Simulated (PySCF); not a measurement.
# Functional benchmark on one molecule

Molecule: 2-Chloropyridine (SMILES Clc1ccccn1).

Geometry (Å), atoms numbered from 1 in this order:
```xyz
11

Cl    4.1273   -2.3821   -0.8084
C     2.6042   -1.5489   -0.7414
C     2.6108   -0.1511   -0.6853
C     1.3785    0.4885   -0.6335
C     0.2128   -0.2780   -0.6394
C     0.3395   -1.6629   -0.6976
N     1.5163   -2.2864   -0.7480
H     3.5526    0.3984   -0.6833
H     1.3297    1.5792   -0.5890
H    -0.7737    0.1874   -0.5999
H    -0.5485   -2.3045   -0.7043
```

Geometry PBE0-D3(BJ)/def2-SVP throughout; GIAO in PySCF 2.14, gas phase, one conformer, non-relativistic; equivalent atoms averaged; basis pcSseg-1.

Reference values (estimated from measurements, as parent shift plus tabulated substituent increments; solution, not stated per compound (mostly CDCl3 or CCl4); Pretsch, Buehlmann, Badertscher, Structure Determination of Organic Compounds, 4th ed. (2009)): δ(C2) = 151.6 ppm, δ(C3) = 124.5 ppm, δ(C4) = 138.7 ppm, δ(C5) = 122.3 ppm, δ(C6) = 149.8 ppm, δ(H8) = 7.34 ppm, δ(H9) = 7.64 ppm, δ(H10) = 7.25 ppm. Computed shifts are taken against TMS, calculated as an isolated molecule at each level.

Q: How do the functionals HF, PBE, BLYP, KT2, KT3, PBE0, B97-2, CAM-B3LYP, LC-wPBE perform against the reference? Times are CPU seconds on shared hosts with different chips, so compare them loosely; the GGAs took longer than the global hybrids here, which isn't the general rule, and the cause wasn't traced.

A: 
```tsv
functional	kind	C2	C3	C4	C5	C6	H8	H9	H10	mean abs. error C	mean abs. error H	core-s
HF	Hartree–Fock	163.7	129.1	149.3	125.8	158.7	7.33	7.94	7.15	7.9	0.14	5.9
PBE	GGA	162.2	128.6	139.9	124.5	152.4	7.14	7.44	6.91	4.1	0.25	16
BLYP	GGA	164.3	129.2	140.4	125.0	152.9	7.05	7.31	6.79	5.0	0.36	16
KT2	GGA	153.4	121.1	131.4	116.5	143.7	6.96	7.27	6.70	4.9	0.43	16
KT3	GGA	151.7	119.6	129.9	115.3	142.1	6.94	7.27	6.70	5.7	0.44	17
PBE0	global hybrid	162.7	130.3	143.3	126.5	155.1	7.27	7.64	7.08	6.2	0.08	13
B97-2	global hybrid	159.9	127.3	140.1	123.5	151.8	7.20	7.57	7.00	3.1	0.15	12
CAM-B3LYP	range-separated hybrid	166.2	133.5	147.5	129.9	158.7	7.26	7.62	7.06	9.8	0.10	16
LC-wPBE	range-separated hybrid	165.4	135.0	150.2	131.6	160.8	7.41	7.84	7.27	11.2	0.10	21
```

For 13C the closest is B97-2 (3.1 ppm) and the furthest LC-wPBE (11.2 ppm).

For 1H the closest is PBE0 (0.08 ppm, with CAM-B3LYP, LC-wPBE practically level) and the furthest KT3 (0.44 ppm). One molecule is a small sample, and vibrational and solvent effects are absent from the calculation.
